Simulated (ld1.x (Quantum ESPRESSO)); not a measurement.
# An all-electron radial function and its pseudo partner (beryllium)

Columns: radius, all-electron u(r) and pseudo u(r) of the 2p shell (level -2.37 eV) of beryllium in the configuration [He] 2s1.5 2p0.5; LDA (PZ), scalar-relativistic, TM scheme, ld1.x (Quantum ESPRESSO) 7.5.

```
r (bohr)  all-electron  pseudo
   0.155        0.0284  0.0111
   0.310        0.0876  0.0435
   0.465        0.1560  0.0940
   0.620        0.2236  0.1580
   0.775        0.2859  0.2295
   0.930        0.3412  0.3021
   1.085        0.3889  0.3701
   1.240        0.4292  0.4288
   1.395        0.4622  0.4753
   1.550        0.4883  0.5090
   1.705        0.5079  0.5305
   1.860        0.5217  0.5419
   2.015        0.5303  0.5458
   2.170        0.5343  0.5445
   2.325        0.5342  0.5400
   2.480        0.5308  0.5334
   2.635        0.5245  0.5254
   2.790        0.5159  0.5160
   2.945        0.5052  0.5052
   3.100        0.4929  0.4929
   3.255        0.4793  0.4793
   3.410        0.4647  0.4647
   3.565        0.4494  0.4494
   3.720        0.4335  0.4335
   3.875        0.4173  0.4173
   4.030        0.4009  0.4009
```

(1) How many radial nodes do the two functions have?

(2) At about which radius was the pseudo-wave matched?

(3) Where does each function peak?

(4) Is the pseudo-wave norm-conserving?

## Answers

(1) The all-electron 2p function has n − l − 1 = 0; the pseudo-wave has 0.

(2) 3.10 bohr. The columns agree to 0.0005 from 2.79 bohr on; several derivatives are matched, so the curves merge somewhat inside the radius.

(3) Outermost all-electron maximum near 2.17 bohr, pseudo maximum near 2.02 bohr (to the table’s step).

(4) Yes: the TM scheme keeps the norm inside the radius equal to the all-electron one, which fixes the energy derivative of the logarithmic derivative at the level.
